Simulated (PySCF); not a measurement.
**Spinor energies of Cd(31+) (cadmium, charge +31)**

Start: [Ne] 3s2 3p5; 3p1/2 filled at m_j = +1/2; 3p3/2 filled at m_j = -3/2, -1/2, +1/2, +3/2. Calculated with PySCF 2.14 in an uncontracted even-tempered set (19 s from 5.2 bohr⁻², ratio 2.4; 14 p from 6.8 bohr⁻², ratio 2.4; 5 d from 28 bohr⁻², ratio 2.6; 4 f from 41 bohr⁻², ratio 2.6): generalised Hartree-Fock with the X2C-1e Hamiltonian and a Gaussian nucleus; one run each with spin-orbit coupling (SO) screened by Boettger's factors, then bare. This is a chosen level, not necessarily the ground level.

| spinor shell | electrons | ε, screened SO (eV) | ε, bare SO (eV) | weight of nominal j (bare SO) | rms radius, bare SO (bohr) |
| --- | --- | --- | --- | --- | --- |
| 1s1/2 | 2 | -28449.7 | -28449.6 | 1.000 | 0.0348 |
| 2s1/2 | 2 | -5628.0 | -5628.0 | 1.000 | 0.141 |
| 2p1/2 | 2 | -5345.1 | -5351.5 | 1.000 | 0.122 |
| 2p3/2 | 4 | -5151.0 | -5148.4 | 1.000 | 0.126 |
| 3s1/2 | 2 | -2080.2 | -2080.2 | 1.000 | 0.345 |
| 3p1/2 | 1 | -1977.5 | -1979.0 | 1.000 | 0.333 |
| 3p3/2 | 4 | -1926.7 | -1926.1 | 1.000 | 0.342 |

```csv
quantity,screened SO,bare SO
E (hartree),-4881.78085,-4881.83172
M_J,1/2,1/2
⟨J²⟩,0.751,0.751
⟨L²⟩,2.008,2.009
⟨S²⟩,0.757,0.757
```

Each row is a mean over spinors that exchange with the open shell spreads, by up to 10.759 eV (2p1/2).

Breit and QED terms are absent; they matter most for the inner s and p1/2 levels.

Densities and radii are taken from the X2C orbitals without a picture-change correction, which distorts them close to the nucleus.
